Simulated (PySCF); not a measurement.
Record of a relaxation.

Species: C5H8Se.
SMILES with atom numbers: `[CH2:1]=[CH:2]/[CH:3]=[CH:4]/[Se:5][CH3:6]` (hydrogens: H7, H8 on C1; H9 on C2; H10 on C3; H11 on C4; H12, H13, H14 on C6)

Method: PySCF, PBE0-D3(BJ)/def2-SVP geometry optimisation, gas phase; density fitting, grid level 2; the optimiser is geomeTRIC in internal coordinates, started from a GFN2-xTB structure. The frame can shift and turn from step to step; on so coarse a grid that alone can change the energy by a few meV, and forces under 0.02 eV/Å are noise.

Step 0: E = -70638.1156 eV, largest atomic force 0.758 eV/Å
```
atom  x, y, z in Å  |  force x, y, z in eV/Å
C1     -3.266    0.068    0.255   -0.178   0.087  -0.016
C2     -1.999    0.410    0.032    0.251  -0.185   0.043
C3     -0.885   -0.481    0.229   -0.030   0.211  -0.070
C4      0.383   -0.125   -0.001    0.593  -0.463   0.100
Se5     1.870   -1.262    0.242    0.119   0.136  -0.055
C6      3.244    0.023   -0.294   -0.577  -0.304   0.142
H7     -4.078    0.756    0.097   -0.436   0.423  -0.100
H8     -3.530   -0.917    0.602   -0.117  -0.592   0.206
H9     -1.759    1.406   -0.317    0.059   0.472  -0.163
H10    -1.109   -1.480    0.580   -0.115  -0.480   0.170
H11     0.640    0.866   -0.353    0.028   0.485  -0.162
H12     3.068    0.328   -1.323    0.012   0.113  -0.339
H13     3.212    0.881    0.373    0.060   0.293   0.205
H14     4.207   -0.473   -0.214    0.330  -0.197   0.037
```

Step 1: E = -70638.1577 eV, largest atomic force 0.150 eV/Å
```
atom  x, y, z in Å  |  force x, y, z in eV/Å
C1     -3.229   -0.044    0.142   -0.069  -0.050   0.023
C2     -1.950    0.292   -0.083    0.018   0.118  -0.041
C3     -0.820   -0.593    0.109    0.027  -0.126   0.040
C4      0.455   -0.231   -0.126   -0.045   0.137  -0.043
Se5     1.950   -1.343    0.104   -0.010  -0.068   0.023
C6      3.300   -0.063   -0.433    0.109   0.059  -0.026
H7     -4.045    0.666   -0.020    0.028  -0.012   0.002
H8     -3.500   -1.044    0.496    0.003   0.034  -0.011
H9     -1.719    1.305   -0.438   -0.008  -0.042   0.015
H10    -1.042   -1.608    0.465    0.009   0.039  -0.014
H11     0.682    0.783   -0.482   -0.010  -0.068   0.024
H12     3.145    0.251   -1.475    0.005  -0.015   0.031
H13     3.294    0.810    0.235    0.003  -0.032  -0.019
H14     4.272   -0.570   -0.351   -0.059   0.026  -0.004
```

Step 2: E = -70638.1581 eV, largest atomic force 0.076 eV/Å
```
atom  x, y, z in Å  |  force x, y, z in eV/Å
C1     -3.231   -0.047    0.144   -0.005   0.028  -0.008
C2     -1.952    0.290   -0.082   -0.041  -0.042   0.017
C3     -0.822   -0.596    0.109    0.017   0.070  -0.025
C4      0.449   -0.222   -0.130    0.017  -0.059   0.019
Se5     1.945   -1.338    0.102    0.026   0.017  -0.009
C6      3.305   -0.063   -0.433    0.010   0.010  -0.004
H7     -4.042    0.666   -0.019   -0.014  -0.008   0.004
H8     -3.503   -1.046    0.499    0.004   0.006  -0.002
H9     -1.721    1.302   -0.438    0.000  -0.010   0.003
H10    -1.038   -1.611    0.465    0.003   0.014  -0.005
H11     0.672    0.791   -0.486   -0.003  -0.011   0.004
H12     3.156    0.250   -1.475   -0.005  -0.005   0.001
H13     3.304    0.809    0.234   -0.005  -0.004   0.003
H14     4.273   -0.576   -0.349   -0.005  -0.007   0.003
```

Step 3: E = -70638.1582 eV, largest atomic force 0.048 eV/Å
```
atom  x, y, z in Å  |  force x, y, z in eV/Å
C1     -3.238   -0.048    0.146    0.048  -0.005  -0.002
C2     -1.959    0.290   -0.082    0.013   0.003  -0.002
C3     -0.822   -0.590    0.106   -0.015  -0.014   0.006
C4      0.451   -0.221   -0.131   -0.009  -0.014   0.007
Se5     1.949   -1.337    0.101   -0.003   0.023  -0.008
C6      3.313   -0.063   -0.434   -0.039  -0.003   0.004
H7     -4.052    0.662   -0.015   -0.006   0.007  -0.002
H8     -3.508   -1.047    0.501   -0.003  -0.014   0.005
H9     -1.732    1.302   -0.437    0.003   0.021  -0.007
H10    -1.038   -1.604    0.462   -0.005  -0.022   0.008
H11     0.676    0.790   -0.487    0.010   0.028  -0.011
H12     3.164    0.249   -1.475   -0.006   0.002  -0.011
H13     3.312    0.808    0.234   -0.004   0.008   0.009
H14     4.278   -0.579   -0.349    0.016  -0.020   0.005
```

Step 4: E = -70638.1585 eV, largest atomic force under 0.02 eV/Å
```
atom  x, y, z in Å  |  force x, y, z in eV/Å
C1     -3.234   -0.047    0.146    0.005   0.002  -0.001
C2     -1.955    0.292   -0.083    0.003  -0.004   0.001
C3     -0.822   -0.592    0.107    0.003  -0.004   0.001
C4      0.451   -0.223   -0.131    0.003  -0.001   0.002
Se5     1.948   -1.338    0.101   -0.003   0.007  -0.003
C6      3.309   -0.062   -0.434   -0.011   0.001   0.001
H7     -4.049    0.662   -0.015   -0.001   0.003  -0.001
H8     -3.503   -1.047    0.501   -0.001  -0.004   0.002
H9     -1.727    1.304   -0.438    0.001   0.004  -0.002
H10    -1.040   -1.606    0.463   -0.002  -0.005   0.002
H11     0.676    0.788   -0.486    0.004   0.008  -0.004
H12     3.159    0.250   -1.475   -0.002   0.000  -0.003
H13     3.307    0.809    0.235   -0.002   0.002   0.002
H14     4.275   -0.577   -0.349    0.004  -0.006   0.001
```

Question: Summarise the path.

Answer: The energy falls by 0.99 kcal/mol from step 0 to step 4; nine tenths of that is first reached at step 1. It falls at every step. The largest force goes from 0.758 to under 0.02 eV/Å. Among the bonds C1–H8 changes most (a near tie, within 0.001 Å, with another), from 1.077 to 1.094 Å; the atoms move by 0.027 Å rms after alignment.

What follows is the cost of the whole optimisation. Time: 39 s; peak memory 0.75 GiB. Hardware: one thread, Arm Neoverse V1 (aarch64), shared host.
